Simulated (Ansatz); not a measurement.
**What each rung costs, and what it gives**

The pair of Br⁻ (SMILES [Br-], atom 1) and CH₆Si (SMILES C[SiH3], atoms 2–9), both closed shells, in one local arrangement (a lower one may exist), relaxed at PBE0-D4/def2-TZVPD:

```xyz
9
angstrom
Br -0.4632 0.7441 -2.9624
C 0.5738 0.7560 0.4970
Si -0.3989 -0.8134 0.1993
H 1.5924 0.5217 0.8194
H 0.0978 1.3623 1.2730
H 0.6046 1.3157 -0.4409
H 0.2451 -1.7455 -0.7583
H -1.8238 -0.5799 -0.1408
H -0.4277 -1.5611 1.5138
```

Interaction energies are counterpoise-corrected; the time is that of the whole pair.

Ansatz 0.2.0; basis: as named in each row; cores frozen in the correlated methods. Filled d shells of the heavier atoms are correlated. The def2 sets are not built for correlating such inner shells, so the correlated values are less sure here. B3LYP uses VWN-RPA correlation. Extrapolation: Hartree–Fock as exp(−7.88 √X), correlation as X^−2.97.

Times are rough, for one single point on 4 threads of a shared host (Arm Neoverse V2).

The estimate by CCSD(T) at an estimated basis limit (MP2 extrapolated from triple and quadruple zeta, plus CCSD(T) − MP2 in triple zeta) is -35.6 kJ/mol.

| method | basis | time (s) | interaction energy (kJ/mol) | method less estimate |
| --- | --- | --- | --- | --- |
| HF | STO-3G | under 1 | -0.4 | 35.2 |
| PBE-D4 | STO-3G | under 1 | -0.8 | 34.8 |
| SPW92 | def2-SVP | under 1 | -50.0 | -14.4 |
| PBE-D4 | def2-SVP | under 1 | -41.0 | -5.3 |
| B3LYP-D4 | 6-31G | under 1 | -26.2 | 9.4 |
| PBE0-D4 | def2-SVP | under 1 | -39.6 | -4.0 |
| PBE-D4 | def2-TZVPPD | 2 | -37.0 | -1.4 |
| revPBE-D4 | def2-TZVPPD | 2 | -35.5 | 0.2 |
| BLYP-D4 | def2-TZVPPD | 2 | -33.2 | 2.4 |
| CCSD(T) | def2-SVP | 2 | -25.7 | 9.9 |
| HSE06-D4 | def2-TZVPPD | 2 | -35.7 | 0.0 |
| PBE0-D4 | def2-TZVPPD | 2 | -35.7 | -0.1 |
| B3LYP-D4 | def2-TZVPPD | 2 | -33.5 | 2.1 |
| wB97M-V | def2-SVP | 3 | -37.8 | -2.2 |
| r2SCAN-D4 | def2-TZVPPD | 3 | -34.5 | 1.1 |
| B2PLYP | def2-TZVPPD | 4 | -26.3 | 9.3 |
| wB97X-V | def2-TZVPPD | 6 | -33.4 | 2.2 |
| B97M-V | def2-TZVPPD | 8 | -35.9 | -0.3 |
| wB97M-V | def2-TZVPPD | 8 | -35.3 | 0.3 |
| MP2 | def2-QZVPPD | 14 | -35.1 | 0.5 |
| CCSD(T) | def2-TZVPPD | 98 | -30.9 | 4.7 |

The T1 diagnostic stays at or below 0.010.
